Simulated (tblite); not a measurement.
Compound: C7H8NS (doublet state).
SMILES with atom numbers: `[CH3:1]/[C:2]=[CH:3]\[c:4]1[n:5][c:6]([CH3:7])[cH:8][s:9]1` (hydrogens: H10, H11, H12 on C1; H13 on C3; H14, H15, H16 on C7; H17 on C8)

Geometry (GFN2-xTB, Å), atoms numbered from 1 in this order:
```xyz
17
C7H8NS angstrom
C      2.7669   -0.8402   -0.2741
C      2.6459    0.5937   -0.1089
C      1.7036    1.4886    0.0535
C      0.2928    1.1508    0.1091
N     -0.2119   -0.0301    0.0100
C     -1.5658   -0.0356    0.0969
C     -2.3036   -1.3267    0.0017
C     -2.1233    1.1953    0.2701
S     -0.9139    2.4185    0.3286
H      3.3617   -1.2667    0.5339
H      3.2525   -1.0758   -1.2213
H      1.7664   -1.2931   -0.2613
H      1.9219    2.5436    0.1562
H     -1.9739   -1.9999    0.7914
H     -2.0943   -1.8026   -0.9549
H     -3.3732   -1.1608    0.0939
H     -3.1586    1.4530    0.3651
```

The geometry is computed with GFN2-xTB (gas phase). This method treats the open shell by occupation alone, without spin polarisation.

Take the most abundant isotopes and a rigid rotor. The values belong to one conformer with, in the numbering `[CH3:1]/[C:2]=[CH:3]\[c:4]1[n:5][c:6]([CH3:7])[cH:8][s:9]1`, C2–C3–C4–N5 0°.

Question: What are A, B and C (MHz)?

Answer: Ia = 233.83, Ib = 452.13, Ic = 679.68 u·Å²; 505379 MHz·u·Å²/I gives A = 2161, B = 1118, C = 743.6 MHz.

Question: Classify the top.

Answer: An asymmetric top: κ = (2 × 1118 − 2161 − 743.6)/(2161 − 743.6) = -0.47.

Question: Is it planar, by Δ = Ic − Ia − Ib?

Answer: Not planar: Δ = Ic − Ia − Ib = -6.28 u·Å². For a rigid frame Δ = −2 Σ m c², so Σ m c² = 3.14 u·Å² lies off the ab plane, practically all of it from hydrogen. The atom farthest from that plane is 0.89 Å away.

Question: Estimate the classical rotational partition function at 25 K, 100 K and 298.15 K.

Answer: Point group Cs, symmetry number σ = 1; q = (√π/σ)·√((kT/h)³/(ABC)), k/h = 20836.6 MHz/K: 15700 at 25 K, 126000 at 100 K, 648000 at 298.15 K.

For this open shell read J as N, the rotation without spin; fine and hyperfine splittings come on top. Its GFN2-xTB frequencies are all real (lowest 58 cm⁻¹). Zero-point vibration and centrifugal distortion are left out.

Time: 0.99 s wall. Hardware: one thread, AMD EPYC (x86_64), shared host. That covers the optimisation of the geometry.
